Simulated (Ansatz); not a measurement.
A short molecular-dynamics run on F3OSi (`[O][Si](F)(F)F`) radical.

```yaml
crystal:
  periodic: [false, false, false]
  atoms:
    - {symbol: O, position_ang: [1.086960, 1.214228, -0.016213]}
    - {symbol: Si, position_ang: [-0.007537, -0.020201, -0.003186]}
    - {symbol: F, position_ang: [-1.326124, 0.366238, -0.752381]}
    - {symbol: F, position_ang: [0.697250, -1.214273, -0.727618]}
    - {symbol: F, position_ang: [-0.400548, -0.419592, 1.457998]}
basis:
  gaussian: {orbitals: def2-SVP}
magnetization: {spin_polarized: true, initial_magnetization: 1}
hamiltonian: {xc: {name: BLYP}}
md: {timestep: 2 fs, n_steps: 30, ensemble: nvt_langevin, temperature: 1500, initial_velocities: maxwell_boltzmann, friction: 0.01, seed: 301}
```

```sh
$ ansatz run in.yaml --threads 4 --pin off --events-out ev --progress --plain --max-ram 10444MiB
```

| step | time (fs) | potential energy (eV) | kinetic (eV) | T (K) | conserved (eV) |
| --- | --- | --- | --- | --- | --- |
| 0 | 0.0 | -18067.0833 | 0.7756 | 1200 | – |
| 1 | 2.0 | -18067.0471 | 0.5101 | 789 | – |
| 2 | 4.0 | -18067.0357 | 0.5545 | 858 | – |
| 3 | 6.0 | -18067.0670 | 0.7498 | 1160 | – |
| 4 | 8.0 | -18067.0923 | 0.6527 | 1010 | – |
| 5 | 10.0 | -18067.0965 | 0.6646 | 1028 | – |
| 6 | 12.0 | -18067.0823 | 0.6607 | 1022 | – |
| 7 | 14.0 | -18067.0490 | 0.7019 | 1086 | – |
| 8 | 16.0 | -18066.9959 | 0.6558 | 1015 | – |
| 9 | 18.0 | -18066.9252 | 0.6146 | 951 | – |
| 10 | 20.0 | -18066.8395 | 0.5961 | 922 | – |
| 11 | 22.0 | -18066.7640 | 0.4892 | 757 | – |
| 12 | 24.0 | -18066.7208 | 0.4365 | 675 | – |
| 13 | 26.0 | -18066.7200 | 0.4443 | 688 | – |
| 14 | 28.0 | -18066.7814 | 0.4293 | 664 | – |
| 15 | 30.0 | -18066.8847 | 0.6230 | 964 | – |
| 16 | 32.0 | -18066.9978 | 0.7965 | 1232 | – |
| 17 | 34.0 | -18067.0790 | 0.8553 | 1323 | – |
| 18 | 36.0 | -18067.1030 | 0.7770 | 1202 | – |
| 19 | 38.0 | -18067.0684 | 0.8610 | 1332 | – |
| 20 | 40.0 | -18066.9823 | 0.7042 | 1090 | – |
| 21 | 42.0 | -18066.8826 | 0.5358 | 829 | – |
| 22 | 44.0 | -18066.8075 | 0.4416 | 683 | – |
| 23 | 46.0 | -18066.7759 | 0.5419 | 838 | – |
| 24 | 48.0 | -18066.7580 | 0.5616 | 869 | – |
| 25 | 50.0 | -18066.7423 | 0.5465 | 846 | – |
| 26 | 52.0 | -18066.7481 | 0.7172 | 1110 | – |
| 27 | 54.0 | -18066.7702 | 0.6921 | 1071 | – |
| 28 | 56.0 | -18066.7921 | 0.6182 | 956 | – |
| 29 | 58.0 | -18066.8231 | 0.6176 | 956 | – |
| 30 | 60.0 | -18066.8708 | 0.7969 | 1233 | – |

Velocities are drawn at the set temperature; a run this short doesn't reach equilibrium.

Frames (Å, forces in eV/Å):

```xyz
5
time=0.0 fs
O     1.087    1.214   -0.016    0.703    0.721   -0.034
Si   -0.008   -0.020   -0.003    0.527    0.880    0.087
F    -1.326    0.366   -0.752   -1.650    0.451   -0.940
F     0.697   -1.214   -0.728    0.919   -1.521   -0.929
F    -0.401   -0.420    1.458   -0.498   -0.531    1.815
5
time=2.0 fs
O     1.105    1.231   -0.002    0.114    0.024   -0.005
Si   -0.010   -0.028   -0.001    1.379    1.722    0.294
F    -1.303    0.373   -0.764   -2.068    0.628   -1.222
F     0.687   -1.220   -0.718    1.107   -1.799   -1.050
F    -0.429   -0.420    1.450   -0.531   -0.575    1.983
5
time=4.0 fs
O     1.121    1.250    0.009   -0.365   -0.542    0.010
Si   -0.011   -0.032    0.004    1.988    2.079    0.312
F    -1.287    0.383   -0.772   -2.169    0.711   -1.334
F     0.684   -1.231   -0.710    1.050   -1.678   -0.927
F    -0.456   -0.419    1.450   -0.503   -0.570    1.940
5
time=6.0 fs
O     1.138    1.274    0.019   -0.705   -0.958    0.027
Si   -0.003   -0.031    0.013    2.043    2.041    0.145
F    -1.274    0.396   -0.782   -1.798    0.652   -1.166
F     0.689   -1.246   -0.703    0.821   -1.244   -0.611
F    -0.485   -0.418    1.455   -0.361   -0.491    1.604
5
time=8.0 fs
O     1.154    1.297    0.028   -0.949   -1.268    0.052
Si    0.012   -0.029    0.023    1.692    1.955   -0.071
F    -1.261    0.409   -0.793   -1.204    0.526   -0.855
F     0.695   -1.261   -0.699    0.610   -0.827   -0.301
F    -0.515   -0.418    1.460   -0.149   -0.386    1.176
5
time=10.0 fs
O     1.168    1.318    0.035   -1.132   -1.501    0.083
Si    0.027   -0.027    0.033    1.242    1.761   -0.263
F    -1.251    0.422   -0.802   -0.609    0.390   -0.531
F     0.698   -1.279   -0.695    0.392   -0.393    0.007
F    -0.545   -0.420    1.467    0.108   -0.258    0.704
5
time=12.0 fs
O     1.179    1.334    0.045   -1.249   -1.648    0.109
Si    0.040   -0.022    0.044    0.688    1.414   -0.441
F    -1.244    0.438   -0.815    0.011    0.227   -0.160
F     0.699   -1.298   -0.691    0.156    0.101    0.322
F    -0.574   -0.422    1.477    0.393   -0.094    0.171
5
time=14.0 fs
O     1.187    1.344    0.061   -1.271   -1.685    0.110
Si    0.053   -0.015    0.053   -0.024    1.035   -0.637
F    -1.238    0.458   -0.830    0.663    0.038    0.248
F     0.696   -1.318   -0.686   -0.029    0.549    0.577
F    -0.602   -0.425    1.483    0.661    0.063   -0.299
5
time=16.0 fs
O     1.191    1.349    0.078   -1.199   -1.602    0.106
Si    0.067   -0.004    0.063   -0.748    0.471   -0.803
F    -1.234    0.479   -0.846    1.213   -0.121    0.616
F     0.690   -1.336   -0.679   -0.190    1.017    0.816
F    -0.628   -0.428    1.490    0.924    0.235   -0.735
5
time=18.0 fs
O     1.196    1.350    0.093   -1.083   -1.441    0.102
Si    0.076    0.012    0.071   -1.300   -0.269   -0.856
F    -1.228    0.500   -0.863    1.569   -0.223    0.889
F     0.685   -1.353   -0.669   -0.349    1.503    1.031
F    -0.651   -0.428    1.499    1.163    0.429   -1.166
5
time=20.0 fs
O     1.199    1.350    0.107   -0.950   -1.253    0.090
Si    0.081    0.030    0.076   -1.710   -1.030   -0.829
F    -1.222    0.524   -0.879    1.797   -0.300    1.084
F     0.679   -1.369   -0.658   -0.495    1.966    1.197
F    -0.670   -0.428    1.507    1.359    0.617   -1.542
5
time=22.0 fs
O     1.202    1.351    0.123   -0.824   -1.079    0.066
Si    0.082    0.048    0.075   -1.958   -1.675   -0.652
F    -1.215    0.550   -0.891    1.866   -0.335    1.155
F     0.671   -1.380   -0.650   -0.595    2.314    1.288
F    -0.686   -0.426    1.512    1.512    0.775   -1.857
5
time=24.0 fs
O     1.205    1.351    0.141   -0.727   -0.942    0.031
Si    0.079    0.066    0.072   -1.999   -2.161   -0.439
F    -1.205    0.575   -0.901    1.807   -0.331    1.128
F     0.663   -1.386   -0.644   -0.663    2.562    1.326
F    -0.696   -0.419    1.514    1.581    0.872   -2.046
5
time=26.0 fs
O     1.206    1.351    0.160   -0.679   -0.868    0.000
Si    0.073    0.079    0.069   -1.869   -2.431   -0.347
F    -1.194    0.599   -0.910    1.700   -0.318    1.076
F     0.651   -1.389   -0.637   -0.694    2.707    1.318
F    -0.703   -0.414    1.509    1.542    0.910   -2.046
5
time=28.0 fs
O     1.205    1.350    0.181   -0.707   -0.882   -0.036
Si    0.062    0.085    0.066   -1.545   -2.389   -0.369
F    -1.185    0.619   -0.917    1.552   -0.299    0.988
F     0.638   -1.387   -0.627   -0.676    2.695    1.231
F    -0.705   -0.412    1.494    1.376    0.875   -1.814
5
time=30.0 fs
O     1.205    1.347    0.204   -0.811   -0.973   -0.090
Si    0.047    0.087    0.061   -0.941   -2.100   -0.411
F    -1.175    0.635   -0.922    1.294   -0.234    0.796
F     0.626   -1.380   -0.615   -0.628    2.550    1.069
F    -0.705   -0.411    1.469    1.087    0.757   -1.364
5
time=32.0 fs
O     1.205    1.339    0.225   -0.933   -1.061   -0.152
Si    0.028    0.087    0.052   -0.021   -1.708   -0.422
F    -1.160    0.647   -0.926    0.827   -0.067    0.433
F     0.613   -1.370   -0.599   -0.531    2.268    0.824
F    -0.701   -0.408    1.439    0.657    0.567   -0.683
5
time=34.0 fs
O     1.208    1.326    0.243   -0.995   -1.068   -0.207
Si    0.013    0.086    0.042    0.927   -1.216   -0.391
F    -1.141    0.658   -0.928    0.257    0.178   -0.037
F     0.598   -1.354   -0.580   -0.327    1.770    0.463
F    -0.692   -0.407    1.407    0.138    0.336    0.172
5
time=36.0 fs
O     1.210    1.314    0.257   -0.985   -1.028   -0.262
Si    0.007    0.085    0.029    1.459   -0.524   -0.165
F    -1.126    0.673   -0.928   -0.207    0.405   -0.468
F     0.578   -1.335   -0.560    0.036    0.994   -0.041
F    -0.684   -0.409    1.375   -0.303    0.154    0.936
5
time=38.0 fs
O     1.212    1.303    0.270   -0.886   -0.918   -0.304
Si    0.008    0.088    0.014    1.543    0.229    0.296
F    -1.113    0.690   -0.924   -0.579    0.632   -0.850
F     0.553   -1.314   -0.544    0.533   -0.011   -0.644
F    -0.678   -0.413    1.345   -0.611    0.068    1.502
5
time=40.0 fs
O     1.214    1.291    0.277   -0.700   -0.719   -0.313
Si    0.012    0.096    0.000    1.403    0.864    0.871
F    -1.101    0.709   -0.919   -0.927    0.877   -1.210
F     0.527   -1.294   -0.530    1.050   -1.084   -1.257
F    -0.675   -0.417    1.318   -0.827    0.062    1.910
5
time=42.0 fs
O     1.217    1.281    0.279   -0.463   -0.480   -0.295
Si    0.020    0.105   -0.014    0.959    1.339    1.510
F    -1.091    0.730   -0.917   -1.110    1.030   -1.419
F     0.505   -1.278   -0.517    1.497   -2.066   -1.799
F    -0.675   -0.422    1.297   -0.883    0.178    2.003
5
time=44.0 fs
O     1.221    1.269    0.279   -0.204   -0.224   -0.252
Si    0.029    0.114   -0.025    0.285    1.595    2.034
F    -1.080    0.754   -0.920   -1.072    1.042   -1.422
F     0.488   -1.268   -0.507    1.797   -2.788   -2.190
F    -0.679   -0.428    1.283   -0.805    0.375    1.830
5
time=46.0 fs
O     1.223    1.256    0.278    0.159    0.116   -0.167
Si    0.040    0.122   -0.033   -0.611    1.578    2.140
F    -1.070    0.786   -0.927   -0.759    0.867   -1.182
F     0.477   -1.265   -0.504    1.914   -3.115   -2.396
F    -0.684   -0.434    1.273   -0.704    0.555    1.605
5
time=48.0 fs
O     1.222    1.246    0.275    0.581    0.498   -0.064
Si    0.053    0.127   -0.036   -1.633    1.583    1.753
F    -1.061    0.823   -0.937   -0.195    0.505   -0.728
F     0.468   -1.265   -0.504    1.940   -3.226   -2.507
F    -0.688   -0.437    1.261   -0.692    0.640    1.546
5
time=50.0 fs
O     1.222    1.242    0.274    0.831    0.708   -0.010
Si    0.064    0.130   -0.037   -2.344    1.797    1.086
F    -1.055    0.864   -0.948    0.417    0.067   -0.221
F     0.462   -1.267   -0.508    1.904   -3.175   -2.550
F    -0.689   -0.434    1.248   -0.808    0.603    1.696
5
time=52.0 fs
O     1.223    1.244    0.277    0.969    0.811    0.018
Si    0.071    0.134   -0.037   -2.770    1.705    0.469
F    -1.047    0.907   -0.962    0.913   -0.338    0.215
F     0.458   -1.272   -0.518    1.748   -2.755   -2.426
F    -0.693   -0.430    1.237   -0.860    0.577    1.725
5
time=54.0 fs
O     1.224    1.247    0.281    1.063    0.875    0.041
Si    0.076    0.142   -0.037   -3.028    1.191   -0.113
F    -1.039    0.950   -0.979    1.307   -0.698    0.600
F     0.451   -1.281   -0.531    1.477   -1.960   -2.128
F    -0.700   -0.424    1.231   -0.819    0.592    1.600
5
time=56.0 fs
O     1.227    1.249    0.286    1.101    0.895    0.052
Si    0.079    0.150   -0.035   -3.126    0.553   -0.702
F    -1.032    0.989   -0.997    1.616   -1.014    0.945
F     0.445   -1.293   -0.548    1.156   -1.021   -1.720
F    -0.707   -0.413    1.231   -0.747    0.587    1.425
5
time=58.0 fs
O     1.230    1.250    0.292    1.107    0.875    0.063
Si    0.078    0.157   -0.034   -3.128   -0.152   -0.995
F    -1.018    1.022   -1.013    1.737   -1.215    1.149
F     0.442   -1.306   -0.569    0.837   -0.130   -1.274
F    -0.717   -0.402    1.237   -0.553    0.622    1.057
5
time=60.0 fs
O     1.235    1.254    0.293    0.957    0.693    0.050
Si    0.073    0.163   -0.035   -2.988   -0.745   -0.875
F    -0.997    1.051   -1.027    1.689   -1.326    1.231
F     0.439   -1.317   -0.591    0.537    0.635   -0.834
F    -0.733   -0.391    1.252   -0.196    0.742    0.427
```

It took 63 s on 4 threads of an Arm Neoverse V2 on a shared host, with 0.16 GiB of host memory at the peak.
